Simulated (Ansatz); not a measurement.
One change: `FC[SiH2]CCl` becomes `CS[SiH2]CF`.

Ansatz, PBE0-D4/def2-TZVP geometries, multiplicity 1. Each molecule was computed in one conformer, which needn't be the lowest.

```tsv
property	`FC[SiH2]CCl`
HOMO energy (PBE/def2-TZVPP) / eV	-6.82
ideal-gas entropy at 298 K and 1 bar (rigid rotor, harmonic PBE0-D4/def2-TZVP) / J/(mol·K)	357
LUMO energy (B3LYP/def2-TZVPP) / eV	-0.17
HOMO–LUMO gap (PBE0/def2-TZVPP) / eV	8.26
size of the dipole moment (ωB97M-V/def2-TZVPP) / D	1.52
HOMO–LUMO gap (ωB97M-V/def2-TZVPP) / eV	12.24
```

(1) What does the change do to each property? (An estimate is asked.)

Answers

(1) Ansatz gave: 
```json
{"property": "HOMO energy (PBE/def2-TZVPP) / eV", "`CS[SiH2]CF`": "-5.74", "shift": "1.08"}
{"property": "ideal-gas entropy at 298 K and 1 bar (rigid rotor, harmonic PBE0-D4/def2-TZVP) / J/(mol·K)", "`CS[SiH2]CF`": "370", "shift": "13"}
{"property": "LUMO energy (B3LYP/def2-TZVPP) / eV", "`CS[SiH2]CF`": "-0.03", "shift": "0.14"}
{"property": "HOMO–LUMO gap (PBE0/def2-TZVPP) / eV", "`CS[SiH2]CF`": "7.16", "shift": "-1.10"}
{"property": "size of the dipole moment (ωB97M-V/def2-TZVPP) / D", "`CS[SiH2]CF`": "0.60", "shift": "-0.92"}
{"property": "HOMO–LUMO gap (ωB97M-V/def2-TZVPP) / eV", "`CS[SiH2]CF`": "11.16", "shift": "-1.08"}
```

With PBE0 the HOMO rises by 1.23 eV and the LUMO rises by 0.12 eV, so the gap narrows by about 1.11 eV. PBE moves the HOMO by 1.08 eV and ωB97M-V by 1.28 eV. The zero-point energy changes by 28.7 kJ/mol with +3 modes. Dipoles are sizes alone; their direction can turn. Modes under 60 cm⁻¹, often nearly free rotors, make the harmonic entropy too high.

Positive LUMOs are unbound, so they and the gaps depend on the basis.

B3LYP here is the variant with VWN-RPA as its local correlation; programs differ in this.
